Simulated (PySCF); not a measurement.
**Two-component Hartree-Fock for Rh⁺ (rhodium, charge +1)**

Start: [Kr] 4d8; 4d3/2 filled at m_j = -1/2, +1/2, +3/2; 4d5/2 filled at m_j = -3/2, -1/2, +1/2, +3/2, +5/2. Calculated with PySCF 2.14 in x2c-SVPall-2c with one added diffuse shell each of s, p, d type (7s9p7d1f, 76 functions): generalised Hartree-Fock with the X2C-1e Hamiltonian and a Gaussian nucleus; one run each with spin-orbit coupling (SO) switched off, then screened by Boettger's factors. This is a chosen level, not necessarily the ground level.

| spinor shell | electrons | ε, spin-free (eV) | ε, screened SO (eV) | weight of nominal j (screened SO) | rms radius, screened SO (bohr) |
| --- | --- | --- | --- | --- | --- |
| 1s1/2 | 2 | -23345.8 | -23344.3 | 1.000 | 0.0375 |
| 2s1/2 | 2 | -3471.5 | -3471.0 | 1.000 | 0.154 |
| 2p1/2 | 2 | -3106.0 | -3206.2 | 1.000 | 0.134 |
| 2p3/2 | 4 | -3106.0 | -3059.3 | 1.000 | 0.138 |
| 3s1/2 | 2 | -661.36 | -661.21 | 1.000 | 0.415 |
| 3p1/2 | 2 | -537.86 | -555.70 | 1.000 | 0.412 |
| 3p3/2 | 4 | -537.86 | -529.43 | 1.000 | 0.422 |
| 3d3/2 | 4 | -340.55 | -343.67 | 0.997 | 0.401 |
| 3d5/2 | 6 | -340.55 | -338.29 | 0.998 | 0.405 |
| 4s1/2 | 2 | -108.62 | -108.57 | 1.000 | 1.05 |
| 4p1/2 | 2 | -71.335 | -75.363 | 0.943 | 1.15 |
| 4p3/2 | 4 | -71.335 | -69.358 | 0.972 | 1.18 |
| 4d5/2 | 5 | -19.447 | -19.359 | 0.617 | 1.68 |
| 4d3/2 | 3 | -19.447 | -19.601 | 0.646 | 1.67 |

```csv
quantity,spin-free,screened SO
E (hartree),-4780.16247,-4780.88902
M_J,4,4
⟨J²⟩,20.016,20.015
⟨L²⟩,12.012,12.059
⟨S²⟩,2.004,2.006
```

Each row is a mean over spinors that exchange with the open shell spreads, by up to 7.109 eV (4p3/2).

Rows whose weight is well below 1 are mixtures of j = l ± 1/2: exchange outweighs spin-orbit coupling there, and the label is only the starting occupation.

Breit and QED terms are absent; they matter most for the inner s and p1/2 levels.

Densities and radii are taken from the X2C orbitals without a picture-change correction, which distorts them close to the nucleus.

Without spin-orbit coupling the j labels of p, d and f shells carry no meaning; the spin-free column gives the mean over the occupied spinors of each nl shell.
